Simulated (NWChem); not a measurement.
System: C5H8; SMILES C=C/C=C/C

Excerpt of the output:

```
             Northwest Computational Chemistry Package (NWChem) 7.3.0
             --------------------------------------------------------

 CS  symmetry detected

                             Geometry "geometry" -> ""
                             -------------------------

 Output coordinates in angstroms (scale by  1.889725989 to convert to a.u.)

  No.       Tag          Charge          X              Y              Z
 ---- ---------------- ---------- -------------- -------------- --------------
    1 C                    6.0000    -0.25255987     2.52923383     0.00000000
    2 C                    6.0000     0.39642950     1.35578946     0.00000000
    3 C                    6.0000    -0.24819598     0.05379694     0.00000000
    4 C                    6.0000     0.41250803    -1.11631269     0.00000000
    5 C                    6.0000    -0.21854863    -2.46581783     0.00000000
    6 H                    1.0000    -1.34628619     2.57423708     0.00000000
    7 H                    1.0000     0.28486784     3.48032304     0.00000000
    8 H                    1.0000     1.49358107     1.35342655     0.00000000
    9 H                    1.0000    -1.34606433     0.04694499     0.00000000
   10 H                    1.0000     1.51045841    -1.08857176     0.00000000
   11 H                    1.0000     0.09117126    -3.05148167     0.88247800
   12 H                    1.0000    -1.31669762    -2.40353473     0.00000000
   13 H                    1.0000     0.09117126    -3.05148167    -0.88247800

 Effective nuclear repulsion energy (a.u.)     153.1895555011

      Symmetry information
      --------------------

 Group name             Cs
 Group number              2
 Group order               2
 No. of unique centers    12

                                 NWChem DFT Module
                                 -----------------

 Summary of "ao basis" -> "ao basis" (spherical)
 ------------------------------------------------------------------------------
       Tag                 Description            Shells   Functions and Types
 ---------------- ------------------------------  ------  ---------------------
 C                          def2-svp                 6       14   3s2p1d
 H                          def2-svp                 3        5   2s1p

      Symmetry analysis of basis
      --------------------------

        a'         79
        a"         31

            General Information
            -------------------
          SCF calculation type: DFT
          Wavefunction type:  closed shell.
          No. of atoms     :    13
          No. of electrons :    38
           Alpha electrons :    19
            Beta electrons :    19
          Charge           :     0
          Spin multiplicity:     1
          Use of symmetry is: on ; symmetry adaption is: on
          Maximum number of iterations: 150
          AO basis - number of functions:   110
                     number of shells:    54
          Convergence on energy requested:  1.00D-06
          Convergence on density requested:  1.00D-05
          Convergence on gradient requested:  5.00D-04

              XC Information
              --------------
                         B3LYP Method XC Potential
                     Hartree-Fock (Exact) Exchange  0.200
                        Slater Exchange Functional  0.800 local
                    Becke 1988 Exchange Functional  0.720 non-local
              Lee-Yang-Parr Correlation Functional  0.810
                  VWN I RPA Correlation Functional  0.190 local

             Grid Information
             ----------------
          Grid used for XC integration:  medium
          Radial quadrature: Mura-Knowles
          Angular quadrature: Lebedev.
          Tag              B.-S. Rad. Rad. Pts. Rad. Cut. Ang. Pts.
          ---              ---------- --------- --------- ---------
          C                   0.70       49          14.0       434
          H                   0.35       45          14.0       434
          Grid pruning is: on
          Number of quadrature shells:   560
          Spatial weights used:  Erf1

      Superposition of Atomic Density Guess
      -------------------------------------

 Sum of atomic energies:        -192.11828471

      Non-variational initial energy
      ------------------------------

 Total energy =    -195.492132
 1-e energy   =    -558.749590
 2-e energy   =     210.067902
 HOMO         =      -0.265639
 LUMO         =      -0.039408

      Symmetry analysis of molecular orbitals - initial
      -------------------------------------------------

  Numbering of irreducible representations:

     1 a'          2 a"

  Orbital symmetries:

     1 a'          2 a'          3 a'          4 a'          5 a'
     6 a'          7 a'          8 a'          9 a'         10 a'
    11 a'         12 a'         13 a"         14 a'         15 a'
    16 a'         17 a"         18 a'         19 a"         20 a"
    21 a"         22 a'         23 a'         24 a'         25 a'
    26 a'         27 a"         28 a'         29 a'

   convergence    iter        energy       DeltaE   RMS-Dens  Diis-err
 ---------------- ----- ----------------- --------- --------- ---------
 d= 0,ls=0.0,diis     1   -195.1285998109 -3.48D+02  6.78D-03  3.38D-01
 d= 0,ls=0.0,diis     2   -195.1695766029 -4.10D-02  2.61D-03  2.20D-02
 d= 0,ls=0.0,diis     3   -195.1651587862  4.42D-03  1.63D-03  5.29D-02
 d= 0,ls=0.0,diis     4   -195.1727138829 -7.56D-03  2.10D-04  4.30D-04
 d= 0,ls=0.0,diis     5   -195.1727700894 -5.62D-05  6.02D-05  3.75D-05
  Resetting Diis
 d= 0,ls=0.0,diis     6   -195.1727743276 -4.24D-06  2.00D-05  8.60D-06
 d= 0,ls=0.0,diis     7   -195.1727754024 -1.07D-06  1.24D-05  6.18D-07
 d= 0,ls=0.0,diis     8   -195.1727752772  1.25D-07  7.57D-06  1.58D-06

         Total DFT energy =     -195.172775277237
      One electron energy =     -563.926985934590
           Coulomb energy =      245.582444005733
    Exchange-Corr. energy =      -30.017788849467
 Nuclear repulsion energy =      153.189555501087

 Numeric. integr. density =       37.999996279563

                  Occupations of the irreducible representations
                  ----------------------------------------------

                     irrep           alpha         beta
                     --------     --------     --------
                     a'               16.0         16.0
                     a"                3.0          3.0

                       DFT Final Molecular Orbital Analysis
                       ------------------------------------

 Vector   17  Occ=2.000000D+00  E=-3.435343D-01  Symmetry=a'
              MO Center=  6.5D-02,  5.7D-01,  3.0D-16, r^2= 4.1D+00
   Bfn.  Coefficient  Atom+Function         Bfn.  Coefficient  Atom+Function
  ----- ------------  ---------------      ----- ------------  ---------------
    32     -0.242842   3 C  px               18      0.238768   2 C  px
    86      0.235633   9 H  s                81      0.233408   8 H  s
    91      0.185933  10 H  s                46      0.174235   4 C  px
    71      0.170567   6 H  s                76     -0.169069   7 H  s
     4     -0.161585   1 C  px               87      0.161106   9 H  s

 Vector   18  Occ=2.000000D+00  E=-3.187092D-01  Symmetry=a"
              MO Center=  6.0D-02,  7.0D-01,  9.3D-16, r^2= 3.0D+00
   Bfn.  Coefficient  Atom+Function         Bfn.  Coefficient  Atom+Function
  ----- ------------  ---------------      ----- ------------  ---------------
    20      0.346466   2 C  pz               34      0.313724   3 C  pz
     6      0.242479   1 C  pz               23      0.205596   2 C  pz
    37      0.189546   3 C  pz               48      0.176483   4 C  pz
     9      0.145023   1 C  pz               62     -0.105935   5 C  pz
    51      0.103828   4 C  pz               96     -0.094365  11 H  s

 Vector   19  Occ=2.000000D+00  E=-2.259540D-01  Symmetry=a"
              MO Center=  4.7D-02,  5.2D-01, -1.0D-16, r^2= 4.2D+00
   Bfn.  Coefficient  Atom+Function         Bfn.  Coefficient  Atom+Function
  ----- ------------  ---------------      ----- ------------  ---------------
     6      0.340018   1 C  pz               48     -0.336604   4 C  pz
    34     -0.266332   3 C  pz                9      0.262152   1 C  pz
    51     -0.253346   4 C  pz               20      0.220133   2 C  pz
    37     -0.191599   3 C  pz               23      0.153792   2 C  pz
    96      0.108060  11 H  s               106     -0.108060  13 H  s

 Vector   20  Occ=0.000000D+00  E=-2.558235D-02  Symmetry=a"
              MO Center=  7.9D-02,  6.2D-01, -1.1D-16, r^2= 4.4D+00
   Bfn.  Coefficient  Atom+Function         Bfn.  Coefficient  Atom+Function
  ----- ------------  ---------------      ----- ------------  ---------------
     9      0.450544   1 C  pz               51      0.440948   4 C  pz
    48      0.374039   4 C  pz                6      0.355199   1 C  pz
    23     -0.317411   2 C  pz               37     -0.285966   3 C  pz
    20     -0.263882   2 C  pz               34     -0.239541   3 C  pz
    97     -0.161108  11 H  s               107      0.161108  13 H  s

 Vector   21  Occ=0.000000D+00  E= 7.258293D-02  Symmetry=a'
              MO Center=  7.4D-01, -2.8D-01, -3.2D-15, r^2= 7.8D+00
   Bfn.  Coefficient  Atom+Function         Bfn.  Coefficient  Atom+Function
  ----- ------------  ---------------      ----- ------------  ---------------
    92      1.143553  10 H  s                82      0.921084   8 H  s
    59     -0.898038   5 C  s                87     -0.677104   9 H  s
    45     -0.638269   4 C  s                17     -0.596572   2 C  s
    97      0.597528  11 H  s               107      0.597528  13 H  s
    72     -0.573157   6 H  s                49     -0.545122   4 C  px

[...]
```

Level: B3LYP/def2-SVP, vertical spin-unrestricted ions. Coordinates come from a PBE0/def2-SVP optimisation. Not confirmed as a minimum by frequencies.

Task: Reconstruct the input file.

Result: This is not unique; one that fits is the input that was run:
```
start job
memory heap 200 mb stack 900 mb global 1100 mb
geometry units angstroms noautoz
  C     -0.254717     2.531107     0.000000
  C      0.394499     1.357788     0.000000
  C     -0.249875     0.055671     0.000000
  C      0.411055    -1.114311     0.000000
  C     -0.219741    -2.463938     0.000000
  H     -1.348452     2.575899     0.000000
  H      0.282527     3.482300     0.000000
  H      1.491651     1.355637     0.000000
  H     -1.347742     0.048607     0.000000
  H      1.509000    -1.086358     0.000000
  H      0.090092    -3.049542     0.882478
  H     -1.317902    -2.401867     0.000000
  H      0.090092    -3.049542    -0.882478
end
basis spherical
  * library def2-svp
end
dft
  xc b3lyp
  iterations 150
  vectors input atomic output neutral.movecs
end
task dft energy
charge 1
dft
  odft
  mult 2
  vectors input atomic output cation.movecs
end
task dft energy
```
